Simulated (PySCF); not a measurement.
**RhCl₂⁺: breathing scan**

Computed with PySCF, UPBE0, basis Rh def2-SVP with ECP28, Cl def2-SVP (scalar-relativistic core potentials, no spin–orbit coupling, density fitting).

Rigid scan from the quintet minimum (Rh–Cl 2.197 Å (×2); Cl–Rh–Cl 180.0°). Coordinate: all bonds to the central atom scaled together. Energies in kJ/mol from the minimum.

Question: Predict the curve at 0.88, 0.92, 0.96, 1.00, 1.04, 1.08, 1.14, 1.22, 1.35.

Answer: 
```csv
scale of all bonds to the centre,E (kJ/mol),⟨S²⟩
0.88,186.4,6.01
0.92,70.8,6.01
0.96,15.2,6.01
1.00,0.0,6.01
1.04,11.5,6.01
1.08,40.3,6.01
1.14,101.1,6.01
1.22,192.4,6.01
1.35,320.6,6.01
```

Other spin states or occupations of the open shell can lie lower.

The scan took 12 s on 2 threads of a shared Arm Neoverse V2 host; the process peaked at 0.63 GiB.
